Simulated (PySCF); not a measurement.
FHMgS. Atoms are numbered in the order given.

```xyz
4

Mg     0.0097    -0.6086     0.0000
F     -0.0110    -2.3632     0.0000
S      0.0780     1.6744     0.0000
H     -1.2640     1.7825     0.0000
```

The structure is a stationary point at B3LYP-D3(BJ)/def2-TZVP. Other conformers were not sampled.

Calculation: PBE/def2-TZVPD (PySCF).

Symmetry labels are those of the subgroup Cs that the program uses (full group Cs).

List the valence orbital energies around the gap with their symmetry. (The exact figures need the calculation; the answer reports its results.)


```
orbital  symmetry  energy (eV)
-------  --------  -----------
HOMO−7         A'       -26.79
HOMO−6         A'       -17.49
HOMO−5         A'        -9.87
HOMO−4         A'        -8.95
HOMO−3         A'        -8.22
HOMO−2         A"        -8.21
HOMO−1         A'        -7.35
HOMO           A"        -6.26
LUMO           A'        -2.36
LUMO+1         A'        -1.01
LUMO+2         A"        -0.62
LUMO+3         A'        -0.44
```
